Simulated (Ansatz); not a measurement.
C5H4, SMILES `C#CC=C=C` (charge 0, multiplicity 1).

Computed with frozen-core CCSD(T)/cc-pVDZ // PBE0-D3(BJ)/def2-TZVP in Ansatz (a program for electronic structure).

Ansatz 0.2 input:
```yaml
crystal:
  periodic: [false, false, false]
  atoms:
    - { symbol: C, position_ang: [2.541191, 0.418873, 0.385329] }
    - { symbol: C, position_ang: [1.501114, -0.026093, -0.02184] }
    - { symbol: C, position_ang: [0.298104, -0.579895, -0.528672] }
    - { symbol: C, position_ang: [-0.896965, -0.182587, -0.167519] }
    - { symbol: C, position_ang: [-2.085241, 0.198719, 0.178743] }
    - { symbol: H, position_ang: [3.456314, 0.819385, 0.75166] }
    - { symbol: H, position_ang: [0.38456, -1.381413, -1.259926] }
    - { symbol: H, position_ang: [-2.599067, 0.991841, -0.355867] }
    - { symbol: H, position_ang: [-2.60001, -0.258827, 1.018093] }
basis:
  gaussian: { orbitals: cc-pVDZ }
correlation:
  method: ccsd_t
```

Output:

```
Functional definition: HF
835 factors; integrals over basis functions are off by at most 8.7e-4 eV
mean field evaluation 1: about -5209.6788 eV, gradient 2.6e1 eV
mean field evaluation 2: about -5209.9371 eV, gradient 2.6e1 eV
mean field evaluation 4: about -5212.3095 eV, gradient 2.8e0 eV
mean field evaluation 8: about -5212.3421 eV, gradient 4.1e-4 eV
mean field evaluation 16: about -5212.0691 eV, gradient 2.7e0 eV
mean field -5212.34210999 eV, -191.5500394898 hartree, gradient 1.3e-6 eV, S^2 0.000000; 0 other end points of the search recorded, 0 dependent functions left out; unrestricted orbitals would lower it
5 core orbitals not correlated
reference -5212.34210999 eV, -191.5500394898 hartree; 12, 12 occupied and 73, 73 virtual orbitals, 835 factors
second order -17.13866604 eV of doubles, -0.00000000 eV of singles
cycle   1  -17.46585933 eV  change   -3.3e-1 eV  update   1.1e-1
cycle   2  -18.01075574 eV  change   -5.4e-1 eV  update   3.6e-2
cycle   3  -18.15148869 eV  change   -1.4e-1 eV  update   1.8e-2
cycle   4  -18.15834442 eV  change   -6.9e-3 eV  update   5.6e-3
cycle   5  -18.16247886 eV  change   -4.1e-3 eV  update   2.3e-3
cycle   6  -18.16316222 eV  change   -6.8e-4 eV  update   6.4e-4
cycle   7  -18.16314317 eV  change    1.9e-5 eV  update   2.8e-4
cycle   8  -18.16322007 eV  change   -7.7e-5 eV  update   9.5e-5
cycle   9  -18.16319760 eV  change    2.2e-5 eV  update   3.6e-5
cycle  10  -18.16317257 eV  change    2.5e-5 eV  update   1.3e-5
perturbative correction -0.79367912 eV, -0.0291671696 hartree
Total energy: -5231.29896168 eV, -192.2466909400 hartree
```
